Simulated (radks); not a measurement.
All-electron atom: the iron ion Fe20+ in [He] 2s2 2p1 3s1 (not the ground configuration). Calculated with a radial shooting solver on a logarithmic mesh with Libxc functionals: non-relativistic Kohn-Sham, MS2 meta-GGA, spin-unpolarised, spherical densities, point nucleus; meta-GGA in the generalised Kohn-Sham scheme.

Local quantities along the radius. ELF = 1/(1 + alpha^2) is the electron localisation function; alpha = (tau - tau_W)/tau_unif compares the Pauli kinetic energy density with that of the uniform gas; -r V(r) is the screened charge that the Kohn-Sham potential presents (atomic units).

r (bohr)	ELF	alpha	-r V(r)
0.003946	1.000	0.003040	25.82
0.004449	1.000	0.003153	25.80
0.004976	1.000	0.003277	25.77
0.00561	1.000	0.003433	25.74
0.006326	1.000	0.003619	25.71
0.007132	1.000	0.003843	25.67
0.008042	1.000	0.004114	25.62
0.008995	1.000	0.004422	25.58
0.01014	1.000	0.004826	25.52
0.01143	1.000	0.005331	25.46
0.01289	1.000	0.005970	25.39
0.01442	1.000	0.006731	25.32
0.01626	1.000	0.007787	25.23
0.01833	1.000	0.009194	25.14
0.02067	1.000	0.01111	25.04
0.0233	1.000	0.01378	24.93
0.02607	1.000	0.01731	24.82
0.02939	0.999	0.02283	24.69
0.03314	0.999	0.03124	24.55
0.03736	0.998	0.04457	24.42
0.04212	0.996	0.06657	24.28
0.04712	0.990	0.1012	24.16
0.05312	0.973	0.1665	24.05
0.0599	0.923	0.2881	23.94
0.06753	0.786	0.5212	23.30
0.07614	0.515	0.9698	23.23
0.08517	0.264	1.669	23.08
0.09603	0.124	2.656	22.86
0.1083	0.083	3.322	22.65
0.1221	0.099	3.010	22.44
0.1376	0.193	2.044	22.29
0.154	0.394	1.240	22.11
0.1736	0.658	0.7207	22.36
0.1957	0.817	0.4729	22.03
0.2207	0.868	0.3894	21.80
0.2488	0.845	0.4277	21.60
0.2783	0.717	0.6281	20.78
0.3138	0.395	1.237	21.19
0.3538	0.128	2.615	20.93
0.3989	0.048	4.456	20.82
0.4497	0.046	4.553	20.70
0.503	0.109	2.854	20.69
0.5672	0.375	1.292	20.58
0.6395	0.793	0.5108	20.92
0.721	0.950	0.2304	20.22
0.8064	0.987	0.1154	20.31
0.9093	0.997	0.05795	20.36
1.025	0.999	0.03105	20.33
1.156	1.000	0.01780	20.26
1.303	1.000	0.01090	20.18
1.458	1.000	0.007298	20.11
1.644	1.000	0.005040	20.06

On this mesh the ELF has minima near r = 0.11, 0.45 bohr, which separate the shells, and maxima near 0.22 (0.87).
